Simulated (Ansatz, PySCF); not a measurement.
Molecule: AsH₃ (charge -1, doublet). 
Coordinates optimised at B3LYP-D3(BJ)/def2-TZVP (Ansatz, a quantum-chemistry and plane-wave program):
```xyz
4

As     0.0144     0.0199     0.0538
H     -0.7488    -1.0335    -0.7582
H     -1.1908     1.1502    -0.5092
H      1.4639    -0.7737    -0.5087
```
Charge -1, spin multiplicity 2.

Total electronic energies in hartree. Cores are frozen in the correlated levels unless marked. Open shells are spin-unrestricted. No spin-orbit coupling. The frozen core is the preceding noble-gas configuration, with the filled d and f shells of earlier blocks. Non-relativistic. FCI takes restricted orbitals. Basis-set limits of correlation are two-point, X^-3; Hartree-Fock from the larger set. The bracket is a focal-point correction in the basis named.

```csv
level,program,energy (Eh)
HF/def2-QZVPP,Ansatz,-2235.89764
HF/def2-QZVPPD,Ansatz,-2235.89934
HF-D4/def2-TZVPD,PySCF + dftd4,-2235.85969
RI-HF/def2-TZVPPD,Ansatz,-2235.85095
RI-HF/def2-QZVPPD,Ansatz,-2235.89934
BLYP/def2-TZVPD,PySCF,-2237.65367
M06-L/def2-TZVPD,PySCF,-2237.54238
PBE0-D3(BJ)/def2-TZVP,Ansatz + dftd3,…
TPSSh-D4/def2-TZVPD,PySCF + dftd4,-2237.56817
TPSSh/def2-TZVPD,PySCF,-2237.56548
M06-2X/def2-TZVPD,PySCF,…
MP2/6-31G*,Ansatz,-2235.64138
MP2/aug-cc-pVTZ,Ansatz,-2236.07853
CCSD/def2-SVPD,Ansatz,-2235.74168
CCSD/aug-cc-pVTZ,Ansatz,-2236.10697
CCSD/cc-pVQZ,Ansatz,-2236.10952
"CCSD/CBS(aug-cc-pVTZ,aug-cc-pVQZ)",Ansatz,-2236.1232
"CCSD/CBS(def2-TZVPPD,def2-QZVPPD)",Ansatz,-2236.1206
CCSD(T)/aug-cc-pVDZ,Ansatz,-2236.01134
CCSDT(Q)/cc-pVDZ,Ansatz,-2235.97183
FCI/STO-3G,Ansatz,-2210.74270
"RI-MP2/CBS(aug-cc-pVTZ,aug-cc-pVQZ)+[CCSD(T)-MP2]/aug-cc-pVTZ",Ansatz,-2236.1372
"CCSD(T)/CBS(aug-cc-pVTZ,aug-cc-pVQZ)",Ansatz,-2236.1336
```

### Question
Complete the blanks.

### Answer

- PBE0-D3(BJ)/def2-TZVP, energy (Eh): -2237.32667
- M06-2X/def2-TZVPD, energy (Eh): -2237.60680
